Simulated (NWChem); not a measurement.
System: MoO2Cl, doublet; SMILES [Cl][Mo](=[O])=[O]

NWChem printed, in part:

```
             Northwest Computational Chemistry Package (NWChem) 7.3.0
             --------------------------------------------------------

                             Geometry "geometry" -> ""
                             -------------------------

 Output coordinates in angstroms (scale by  1.889725989 to convert to a.u.)

  No.       Tag          Charge          X              Y              Z
 ---- ---------------- ---------- -------------- -------------- --------------
    1 Mo                  42.0000     0.15067953     0.00000000    -0.31733449
    2 O                    8.0000    -0.28787547     1.40770000    -1.26469549
    3 O                    8.0000    -0.28787547    -1.40770000    -1.26469549
    4 Cl                  17.0000    -0.10132547     0.00000000     1.97430451

 Effective nuclear repulsion energy (a.u.)     419.5228169690

                                Z-matrix (autoz)
                                --------

 Units are Angstrom for bonds and degrees for angles

      Type          Name      I     J     K     L     M      Value
      ----------- --------  ----- ----- ----- ----- ----- ----------
    1 Stretch                  1     2                       1.75255
    2 Stretch                  1     3                       1.75255
    3 Stretch                  1     4                       2.30545
    4 Bend                     2     1     3               106.87896
    5 Bend                     2     1     4               120.66172
    6 Bend                     3     1     4               120.66172
    7 Torsion                  2     1     3     4        -143.07550
    8 Torsion                  2     1     4     3         138.06273
    9 Torsion                  3     1     2     4         143.07550
   10 Torsion                  2     4     1     3        -138.06273
   11 Torsion                  3     2     1     4        -143.07550
   12 Torsion                  2     3     1     4         143.07550

                           NWChem Geometry Optimization
                           ----------------------------

 maximum gradient threshold         (gmax) =   0.000015
 rms gradient threshold             (grms) =   0.000010
 maximum cartesian step threshold   (xmax) =   0.000060
 rms cartesian step threshold       (xrms) =   0.000040
 fixed trust radius                (trust) =   0.300000
 source of zmatrix                         =   autoz

          -------------------
          Energy Minimization
          -------------------

 Using diagonal initial Hessian
 Scaling for Hessian diagonals: bonds = 1.00  angles = 0.25  torsions = 0.10

          --------
          Step   0

                                 NWChem DFT Module
                                 -----------------

 Summary of "ao basis" -> "ao basis" (spherical)
 ------------------------------------------------------------------------------
       Tag                 Description            Shells   Functions and Types
 ---------------- ------------------------------  ------  ---------------------
 Mo                         def2-svp                11       31   5s3p2d1f
 O                          def2-svp                 6       14   3s2p1d
 Cl                         def2-svp                 8       18   4s3p1d

            General Information
            -------------------
          SCF calculation type: DFT
          Wavefunction type:  spin polarized.
          No. of atoms     :     4
          No. of electrons :    47
           Alpha electrons :    24
            Beta electrons :    23
          Charge           :     0
          Spin multiplicity:     2
          Use of symmetry is: off; symmetry adaption is: off
          Maximum number of iterations: 150
          AO basis - number of functions:    77
                     number of shells:    31
          Convergence on energy requested:  1.00D-06
          Convergence on density requested:  1.00D-05
          Convergence on gradient requested:  5.00D-04

              XC Information
              --------------
          PerdewBurkeErnzerhof Exchange Functional  1.000
            Perdew 1991 LDA Correlation Functional  1.000 local
           PerdewBurkeErnz. Correlation Functional  1.000 non-local

             Grid Information
             ----------------
          Grid used for XC integration:  fine
          Radial quadrature: Mura-Knowles
          Angular quadrature: Lebedev.
          Tag              B.-S. Rad. Rad. Pts. Rad. Cut. Ang. Pts.
          ---              ---------- --------- --------- ---------
          Mo                  1.45      141           9.0       974
          O                   0.60       70          10.0       590
          Cl                  1.00      123          10.0       770
          Grid pruning is: on
          Number of quadrature shells:   404
          Spatial weights used:  Erf1

[...]

      ----------------------
      Optimization converged
      ----------------------

  Step       Energy      Delta E   Gmax     Grms     Xrms     Xmax
  ---- ---------------- -------- -------- -------- -------- --------
@   14    -678.40812746 -4.7D-07  0.00001  0.00000  0.00001  0.00003
                                     ok       ok       ok       ok

                                Z-matrix (autoz)
                                --------

 Units are Angstrom for bonds and degrees for angles

      Type          Name      I     J     K     L     M      Value     Gradient
      ----------- --------  ----- ----- ----- ----- ----- ---------- ----------
    1 Stretch                  1     2                       1.69303   -0.00001
    2 Stretch                  1     3                       1.69304   -0.00001
    3 Stretch                  1     4                       2.27895    0.00001
    4 Bend                     2     1     3               110.09603   -0.00000
    5 Bend                     2     1     4               117.29014    0.00000
    6 Bend                     3     1     4               117.29219    0.00000
    7 Torsion                  2     1     3     4        -137.57435   -0.00000
    8 Torsion                  2     1     4     3         134.52786   -0.00000
    9 Torsion                  3     1     2     4         137.57531    0.00000
   10 Torsion                  2     4     1     3        -134.52786    0.00000
   11 Torsion                  3     2     1     4        -137.57531   -0.00000
   12 Torsion                  2     3     1     4         137.57435    0.00000

                         Geometry "geometry" -> "geometry"
                         ---------------------------------

 Output coordinates in angstroms (scale by  1.889725989 to convert to a.u.)

  No.       Tag          Charge          X              Y              Z
 ---- ---------------- ---------- -------------- -------------- --------------
    1 Mo                  42.0000     0.18052231    -0.00000696    -0.35985919
    2 O                    8.0000    -0.29375938     1.38766443    -1.20590141
    3 O                    8.0000    -0.29375112    -1.38767219    -1.20593157
    4 Cl                  17.0000    -0.11940867     0.00001471     1.89927120

 Effective nuclear repulsion energy (a.u.)     430.3004029629

                Final and change from initial internal coordinates
                --------------------------------------------------

                                Z-matrix (autoz)
                                --------

 Units are Angstrom for bonds and degrees for angles

[...]

 Rotational Constants
 --------------------
 A=   0.248256 cm-1  (  0.357176 K)
 B=   0.088096 cm-1  (  0.126748 K)
 C=   0.068346 cm-1  (  0.098333 K)

 Temperature                      =   298.15K
 frequency scaling parameter      =   1.0000

 Zero-Point correction to Energy  =    4.302 kcal/mol  (  0.006856 au)
 Thermal correction to Energy     =    7.380 kcal/mol  (  0.011761 au)
 Thermal correction to Enthalpy   =    7.972 kcal/mol  (  0.012705 au)

 Total Entropy                    =   75.594 cal/mol-K
   - Translational                =   41.190 cal/mol-K (mol. weight = 164.8642)
   - Rotational                   =   26.470 cal/mol-K (symmetry #  =        1)
   - Vibrational                  =    7.935 cal/mol-K

 Cv (constant volume heat capacity) =   13.608 cal/mol-K
   - Translational                  =    2.979 cal/mol-K
   - Rotational                     =    2.979 cal/mol-K
   - Vibrational                    =    7.649 cal/mol-K

[normal modes left out]

 ----------------------------------------------------------------------------
 Normal Eigenvalue ||           Projected Infra Red Intensities
  Mode   [cm**-1]  || [atomic units] [(debye/angs)**2] [(KM/mol)] [arbitrary]
 ------ ---------- || -------------- ----------------- ---------- -----------
    1       -0.000 ||    0.001320           0.030         1.287       0.535
    2       -0.000 ||    0.000016           0.000         0.016       0.007
    3        0.000 ||    0.000080           0.002         0.078       0.032
    4        0.000 ||    0.000195           0.004         0.190       0.079
    5        0.000 ||    0.000763           0.018         0.744       0.309
    6        0.000 ||    0.000484           0.011         0.472       0.196
    7      127.940 ||    0.014746           0.340        14.375       5.977
    8      160.352 ||    0.003094           0.071         3.017       1.254
    9      312.053 ||    0.002518           0.058         2.455       1.021
   10      426.330 ||    0.039012           0.900        38.031      15.813
   11      977.410 ||    0.159028           3.669       155.028      64.462
   12     1006.966 ||    0.074783           1.725        72.902      30.313
 ----------------------------------------------------------------------------
```

Level: PBE-D3(BJ)/def2-SVP with def2 effective core potentials on Mo, spin-unrestricted. The spin multiplicity was typed, not searched, and may not be the lowest. def2 effective core potentials on Mo; no spin-orbit coupling.

**Question.** Which NWChem input produces such a log?

**Answer.** Several could match; the one computed here: the input that was run:
```
start job
memory heap 200 mb stack 900 mb global 1100 mb
geometry units angstroms noautosym
  Mo     0.138555     0.000000    -0.280340
  O     -0.300000     1.407700    -1.227701
  O     -0.300000    -1.407700    -1.227701
  Cl    -0.113450     0.000000     2.011299
end
basis spherical
  * library def2-svp
end
ecp
  Mo library def2-ecp
end
dft
  odft
  mult 2
  xc xpbe96 cpbe96
  disp vdw 4
  grid fine
  iterations 150
end
driver
  maxiter 120
  tight
end
task dft optimize
dft
  grid fine
  convergence energy 1d-8 density 1d-7
end
task dft freq numerical
```
